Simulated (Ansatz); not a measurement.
Geometry optimisation, Ansatz, RKS PBE0-D4/def2-SVP.

Input file:

```yaml
crystal:
  periodic: [false, false, false]
  atoms:
    - { symbol: Ga, position_ang: [0.0, 0.0, 0.0] }
    - { symbol: O, position_ang: [0.0, 0.0, 2.14] }
    - { symbol: H, position_ang: [-0.9095, -0.2814, 2.4771] }
    - { symbol: H, position_ang: [1.3596, 0.0, -0.785] }
    - { symbol: H, position_ang: [-1.3596, 0.0, -0.785] }
    - { symbol: F, position_ang: [0.0896, 1.8959, 0.6306] }
    - { symbol: H, position_ang: [0.0595, 1.2585, 1.7126] }
basis:
  gaussian: { orbitals: def2-SVP }
hamiltonian:
  xc: pbe0
  dispersion: d4
relax:
  f_tol: 0.15
  max_steps: 25
  restrain:
    - { distance: [0, 5], at: 2.9, k: 30.0 }
    - { distance: [6, 1], at: 2.21, k: 30.0 }
    - { distance: [0, 1], at: 1.79, k: 30.0 }
    - { distance: [6, 5], at: 0.92, k: 30.0 }
output:
  orbitals: {}
```

Run as:

```bash
$ ansatz run input.yaml --threads 2 --pin off --max-ram 3072MiB --backend cpu --events-out ev --progress --plain --runs-dir out
```

Where does it end, and by what steps?

The forces met the threshold. The restraints hold the end off the free minimum. After 7 steps the energy has fallen by 0.249 eV (the restraints' own energy left out); F6 moved furthest, 0.68 Å. Parted: Ga1–F6 (2.00 → 2.89 Å). Joined: F6–H7 (1.26 → 0.93 Å).

```json
{"step": "0", "energy less start (eV)": "0.0000", "largest force component (eV/Å)": "1.723", "accepted": "yes"}
{"step": "1", "energy less start (eV)": "0.1204", "largest force component (eV/Å)": "2.534", "accepted": "yes"}
{"step": "2", "energy less start (eV)": "0.0653", "largest force component (eV/Å)": "1.566", "accepted": "yes"}
{"step": "3", "energy less start (eV)": "-0.0049", "largest force component (eV/Å)": "1.291", "accepted": "yes"}
{"step": "4", "energy less start (eV)": "-0.2118", "largest force component (eV/Å)": "0.434", "accepted": "yes"}
{"step": "5", "energy less start (eV)": "-0.1767", "largest force component (eV/Å)": "1.372", "accepted": "no"}
{"step": "6", "energy less start (eV)": "-0.2460", "largest force component (eV/Å)": "0.374", "accepted": "yes"}
{"step": "7", "energy less start (eV)": "-0.2495", "largest force component (eV/Å)": "0.423", "accepted": "yes"}
```

```xyz
7
Properties=species:S:1:pos:R:3
Ga -0.060 -0.245 -0.001
O -0.029 -0.288 1.797
H -0.896 -0.401 2.200
H 1.362 -0.232 -0.630
H -1.472 -0.323 -0.671
F 0.097 2.468 0.991
H 0.237 1.894 1.705
```

Run time: 14 s on 2 threads of Arm Neoverse V1, with other jobs on the host, peak memory 0.16 GiB.
